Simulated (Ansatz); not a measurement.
Which is lower?

Two relaxed structures of AlSiH4Se (charge +1), singlet (PBE0-D4/def2-TZVP; forces vanish, vibrations not checked).

A:

| atom | x (Å) | y (Å) | z (Å) |
| --- | --- | --- | --- |
| Al1 | 1.3249 | -1.2700 | -0.2006 |
| Si2 | 0.8528 | 1.0335 | -0.8123 |
| Se3 | -1.3879 | 1.0831 | 0.3174 |
| H4 | -2.2100 | 0.8248 | -0.8768 |
| H5 | -1.7706 | -0.2122 | 0.9121 |
| H6 | 1.4613 | 1.2915 | 0.5659 |
| H7 | 1.7330 | -2.7702 | 0.0866 |

B:

```xyz
7
angstrom
Al -1.6093 0.4854 0.0364
Si 0.9320 0.4460 0.2778
Se 2.1483 -1.2698 -0.3042
H -2.0624 -0.8833 -0.5777
H -2.2728 1.8151 0.5215
H 1.8822 1.4633 0.7926
H 0.9819 -2.0567 -0.7465
```

Program: Ansatz 0.2.0. Basis: def2-TZVPP. Cores are frozen in the correlated methods. Filled d shells of the heavier atoms are correlated. The def2 sets are not built for correlating such inner shells, so the correlated values are less sure here. B3LYP uses VWN-RPA correlation.

(1) Which structure is lower at CCSD(T), and by how much? (To be estimated.)

T1 diagnostic: at most 0.016.

## Answers

(1) By the calculation: B, by 101.0 kJ/mol (electronic energy, against the other). By their contacts, A is AlSiH₄Se ([AlH][SiH][SeH2]), total charge +1 and B is AlSiH₄Se ([AlH2][SiH][SeH]), total charge +1.

All methods give the same order:

```tsv
method	E(B) − E(A) (kJ/mol)
PBE-D4	-77.4
r2SCAN-D4	-99.1
PBE0-D4	-88.3
B3LYP-D4	-95.5
wB97M-V	-92.6
HF	-138.6
MP2	-106.4
CCSD	-105.1
CCSD(T)	-101.0
```

Labels in which every atom is bracketed show which atoms are joined, not bond orders.

For scale, one of the runs: CCSD(T)/def2-TZVPP, 188 basis functions, launched by `ansatz run in.yaml --threads 2 --pin off --events-out ev --progress --plain --max-ram 4352MiB`. Hardware: 2 CPU threads of an Arm Neoverse V1, shared host. Wall time 53 s; peak host memory 1.7 GiB.
